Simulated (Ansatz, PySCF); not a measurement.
Bond stretch in BeH (cation, charge +1), singlet.

Computed with: UHF/cc-pVQZ (Ansatz, a quantum-chemistry and plane-wave program); RHF/cc-pVQZ (Ansatz); UKS-BLYP = unrestricted BLYP/cc-pVQZ in Ansatz; RKS-BLYP = restricted BLYP/cc-pVQZ (Ansatz); UKS-B3LYP = unrestricted B3LYP/cc-pVQZ (Ansatz); RKS-B3LYP = restricted B3LYP/cc-pVQZ (Ansatz); UKS-PBE = unrestricted PBE/cc-pVQZ (Ansatz); RKS-PBE = Ansatz with restricted PBE/cc-pVQZ; UKS-B3LYP/6-31G* = unrestricted B3LYP/6-31G*, spherical d (PySCF); RKS-B3LYP/6-31G* = restricted B3LYP/6-31G*, spherical d run with PySCF; UKS-B3LYP/6-311+G** = unrestricted B3LYP/6-311+G**, spherical d in PySCF 2.14.0; RKS-B3LYP/6-311+G** = restricted B3LYP/6-311+G**, spherical d in PySCF; UKS-B3LYP/LANL2DZ = unrestricted B3LYP/LANL2DZ run with PySCF; RKS-B3LYP/LANL2DZ = restricted B3LYP/LANL2DZ (PySCF).

Scanned distances (Å): 1.08, 1.14, 1.21, 1.24, 1.31, 1.33, 1.38, 1.43, 1.44, 1.52, 1.66, 1.77, 2.00, 2.19, 2.42, 2.67, 2.87, 3.27, 3.62, 4.06, 4.72, 5.31.

### Question
Where does the unrestricted solution first break spin symmetry (<S²> of 0.01 or more)?

### Answer
UHF: between 1.52 and 1.66 Å; UKS-BLYP: between 1.77 and 2.00 Å; UKS-B3LYP: between 1.77 and 2.00 Å; UKS-PBE: between 2.00 and 2.19 Å; UKS-B3LYP/6-31G*: between 1.77 and 2.00 Å; UKS-B3LYP/6-311+G**: between 1.77 and 2.00 Å; UKS-B3LYP/LANL2DZ: between 1.77 and 2.00 Å.

| R / Å | <S²> UHF | E(RHF) − E(UHF) / mEh | <S²> UKS-BLYP | E(RKS-BLYP) − E(UKS-BLYP) / mEh | <S²> UKS-B3LYP | E(RKS-B3LYP) − E(UKS-B3LYP) / mEh | <S²> UKS-PBE | E(RKS-PBE) − E(UKS-PBE) / mEh | <S²> UKS-B3LYP/6-31G* | E(RKS-B3LYP/6-31G*) − E(UKS-B3LYP/6-31G*) / mEh | <S²> UKS-B3LYP/6-311+G** | E(RKS-B3LYP/6-311+G**) − E(UKS-B3LYP/6-311+G**) / mEh | <S²> UKS-B3LYP/LANL2DZ | E(RKS-B3LYP/LANL2DZ) − E(UKS-B3LYP/LANL2DZ) / mEh |
|---|---|---|---|---|---|---|---|---|---|---|---|---|---|---|
| 1.08 | 0.00 | 0.0 | 0.00 | 0.0 | 0.00 | 0.0 | 0.00 | 0.0 | 0.00 | 0.0 | 0.00 | 0.0 | 0.00 | 0.0 |
| 1.14 | 0.00 | 0.0 | 0.00 | 0.0 | 0.00 | 0.0 | 0.00 | 0.0 | 0.00 | 0.0 | 0.00 | 0.0 | 0.00 | 0.0 |
| 1.21 | 0.00 | 0.0 | 0.00 | 0.0 | 0.00 | 0.0 | 0.00 | 0.0 | 0.00 | 0.0 | 0.00 | 0.0 | 0.00 | 0.0 |
| 1.24 | 0.00 | 0.0 | 0.00 | 0.0 | 0.00 | 0.0 | 0.00 | 0.0 | 0.00 | 0.0 | 0.00 | 0.0 | 0.00 | 0.0 |
| 1.31 | 0.00 | 0.0 | 0.00 | 0.0 | 0.00 | 0.0 | 0.00 | 0.0 | 0.00 | 0.0 | 0.00 | 0.0 | 0.00 | 0.0 |
| 1.33 | 0.00 | 0.0 | 0.00 | 0.0 | 0.00 | 0.0 | 0.00 | 0.0 | 0.00 | 0.0 | 0.00 | 0.0 | 0.00 | 0.0 |
| 1.38 | 0.00 | 0.0 | 0.00 | 0.0 | 0.00 | 0.0 | 0.00 | 0.0 | 0.00 | 0.0 | 0.00 | 0.0 | 0.00 | 0.0 |
| 1.43 | 0.00 | 0.0 | 0.00 | 0.0 | 0.00 | 0.0 | 0.00 | 0.0 | 0.00 | 0.0 | 0.00 | 0.0 | 0.00 | 0.0 |
| 1.44 | 0.00 | 0.0 | 0.00 | 0.0 | 0.00 | 0.0 | 0.00 | 0.0 | 0.00 | 0.0 | 0.00 | 0.0 | 0.00 | 0.0 |
| 1.52 | 0.00 | 0.0 | 0.00 | 0.0 | 0.00 | 0.0 | 0.00 | 0.0 | 0.00 | 0.0 | 0.00 | 0.0 | 0.00 | 0.0 |
| 1.66 | 0.06 | 0.1 | 0.00 | 0.0 | 0.00 | 0.0 | 0.00 | 0.0 | 0.00 | 0.0 | 0.00 | 0.0 | 0.00 | 0.0 |
| 1.77 | 0.34 | 3.0 | 0.00 | 0.0 | 0.00 | 0.0 | 0.00 | 0.0 | 0.00 | 0.0 | 0.00 | 0.0 | 0.00 | 0.0 |
| 2.00 | 0.66 | 17.6 | 0.02 | 0.0 | 0.11 | 0.2 | 0.00 | 0.0 | 0.09 | 0.2 | 0.10 | 0.2 | 0.05 | 0.1 |
| 2.19 | 0.78 | 32.8 | 0.26 | 1.6 | 0.37 | 3.4 | 0.32 | 1.7 | 0.35 | 3.1 | 0.37 | 3.3 | 0.34 | 2.7 |
| 2.42 | 0.87 | 51.5 | 0.50 | 6.0 | 0.60 | 10.2 | 0.59 | 7.5 | 0.59 | 9.8 | 0.60 | 10.0 | 0.58 | 9.4 |
| 2.67 | 0.93 | 70.5 | 0.68 | 12.3 | 0.75 | 18.9 | 0.75 | 15.3 | 0.75 | 18.5 | 0.75 | 18.7 | 0.74 | 18.1 |
| 2.87 | 0.96 | 84.0 | 0.76 | 17.3 | 0.82 | 25.5 | 0.80 | 21.1 | 0.81 | 25.1 | 0.82 | 25.3 | 0.81 | 24.6 |
| 3.27 | 0.98 | 106.3 | 0.83 | 25.3 | 0.89 | 35.9 | 0.86 | 30.0 | 0.88 | 35.6 | 0.88 | 35.8 | 0.87 | 35.0 |
| 3.62 | 0.99 | 120.8 | 0.84 | 29.7 | 0.91 | 42.1 | 0.87 | 35.0 | 0.90 | 41.8 | 0.91 | 41.9 | 0.90 | 41.0 |
| 4.06 | 1.00 | 133.6 | 0.84 | 33.0 | 0.93 | 46.7 | 0.87 | 38.5 | 0.91 | 46.4 | 0.92 | 46.5 | 0.90 | 45.5 |
| 4.72 | 1.00 | 145.0 | 0.83 | 34.9 | 0.92 | 49.7 | 0.86 | 40.5 | 0.91 | 49.4 | 0.92 | 49.5 | 0.90 | 48.5 |
| 5.31 | 1.00 | 150.4 | 0.82 | 35.3 | 0.91 | 50.4 | 0.84 | 40.7 | 0.90 | 50.1 | 0.91 | 50.2 | 0.88 | 49.4 |
